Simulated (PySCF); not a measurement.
Cost against size for one kind of job: GIAO PBE0/pcSseg-1 NMR shielding, non-relativistic, gas phase (PySCF 2.14.0, density-fitted response routines); work: shieldings, ring-centre shieldings, charges and field gradients. Hardware: x86-64 server, one thread (shared host). Times come from a shared host and carry two figures at best.

```json
{"species (SMILES)": "F[C@H]1CS1", "atoms": "7", "electrons": "40", "basis functions": "90", "SCF cycles": "12", "wall time": "2.9 s"}
{"species (SMILES)": "O=C(O)C1=CC=CCC1", "atoms": "17", "electrons": "66", "basis functions": "193", "SCF cycles": "15", "wall time": "42 s"}
{"species (SMILES)": "Cc1cc(=O)cc(C)o1", "atoms": "17", "electrons": "66", "basis functions": "193", "SCF cycles": "16", "wall time": "30 s"}
{"species (SMILES)": "B1[C@H]2CCC[C@@H]1CCC2", "atoms": "24", "electrons": "68", "basis functions": "228", "SCF cycles": "13", "wall time": "65 s"}
{"species (SMILES)": "CN=P1(C(F)(F)F)CCCC1", "atoms": "22", "electrons": "96", "basis functions": "249", "SCF cycles": "14", "wall time": "?"}
```

Question: Estimate the withheld figures.

Answer: `CN=P1(C(F)(F)F)CCCC1`: 2.2 min.

Question: With all rows, how does the wall time grow with the number of basis functions N?

Answer: A straight line through log(time) against log(N) has slope 3.5 between N = 90 and 249, and the rows scatter about it by a factor of about 1.3 (standard error of the fit). This is a fit to these rows, whose iteration counts differ, not the method's formal scaling.

Question: Which species took longest, and how many times the shortest run?

Answer: `CN=P1(C(F)(F)F)CCCC1`, at 2.2 min: about 46 times the shortest (2.9 s).
